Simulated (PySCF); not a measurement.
A structure optimised at PBE-D3(BJ)/def2-SVP, used in a PySCF frequency run:

```xyz
8

C      0.0000     0.0000     1.9692
C      0.0000     0.0000     0.6405
C      0.0000     0.0000    -0.6405
C      0.0000     0.0000    -1.9692
H      0.0000    -0.9417     2.5452
H      0.0000     0.9417     2.5452
H      0.0000    -0.9417    -2.5452
H      0.0000     0.9417    -2.5452
```
Charge 0, spin multiplicity 1.

Write its SMILES, formula and point group.

C=C=C=C, C4H4, D2h

What are its rotational constants (standard atomic weights)?

141.34, 3.9137, 3.8083 GHz
